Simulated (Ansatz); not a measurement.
Geometry optimisation, RKS PBE-D4/cc-pVDZ in Ansatz 0.2.0.

Input file:

```yaml
crystal:
  periodic: [false, false, false]
  atoms:
    - { symbol: "N", position_ang: [0.3323, -2.3274, -0.7078] }
    - { symbol: Si, position_ang: [1.1621, -1.0438, 0.0356] }
    - { symbol: C, position_ang: [0.5949, 0.6563, -0.534] }
    - { symbol: C, position_ang: [-0.756, 0.9672, -0.3391] }
    - { symbol: C, position_ang: [-1.3565, 1.5917, 0.9049] }
    - { symbol: O, position_ang: [-1.1266, 2.3751, -0.2725] }
    - { symbol: H, position_ang: [0.7458, -3.1742, -0.4989] }
    - { symbol: H, position_ang: [-0.6132, -2.312, -0.3305] }
    - { symbol: H, position_ang: [0.9334, -1.2109, 1.5256] }
    - { symbol: H, position_ang: [2.5926, -1.2896, -0.2412] }
    - { symbol: H, position_ang: [0.8554, 0.7677, -1.5633] }
    - { symbol: H, position_ang: [1.254, 1.4072, 0.0263] }
    - { symbol: H, position_ang: [-1.5369, 0.3694, -0.9544] }
    - { symbol: H, position_ang: [-2.4141, 1.4247, 1.2185] }
    - { symbol: H, position_ang: [-0.6889, 1.7479, 1.7602] }
basis:
  gaussian: { orbitals: cc-pVDZ }
hamiltonian:
  xc: pbe
  dispersion: d4
relax:
  f_tol: 0.015
  max_steps: 40
```

Run as:

```bash
$ ansatz run input.yaml --threads 2 --pin off --max-ram 3072MiB --backend cpu --events-out ev --progress --plain --runs-dir out
```

Q: Where does it end, and by what steps?

A: The run converged. After 9 steps the energy has fallen by 0.657 eV; H9 moved furthest, 0.31 Å.

```
step  energy less start (eV)  largest force component (eV/Å)  accepted
   0                  0.0000                           5.496       yes
   1                 -0.5612                           2.110       yes
   2                 -0.6220                           0.384       yes
   3                 -0.6458                           0.414       yes
   4                 -0.6547                           0.109       yes
   5                 -0.6556                           0.032       yes
   6                 -0.6560                           0.017       yes
   7                 -0.6565                           0.026       yes
   8                 -0.6568                           0.022       yes
   9                 -0.6569                           0.012       yes
```

```xyz
15
Properties=species:S:1:pos:R:3
N 0.213 -2.247 -0.683
Si 1.201 -1.019 0.131
C 0.688 0.694 -0.524
C -0.791 0.955 -0.358
C -1.355 1.489 0.900
O -1.223 2.331 -0.262
H 0.567 -3.205 -0.565
H -0.774 -2.258 -0.395
H 1.099 -0.985 1.648
H 2.633 -1.322 -0.240
H 0.973 0.764 -1.595
H 1.262 1.469 0.026
H -1.454 0.328 -0.987
H -2.391 1.236 1.194
H -0.670 1.720 1.737
```

The run took 38 s on 2 threads of Arm Neoverse V1 (shared host), peak memory 0.19 GiB.
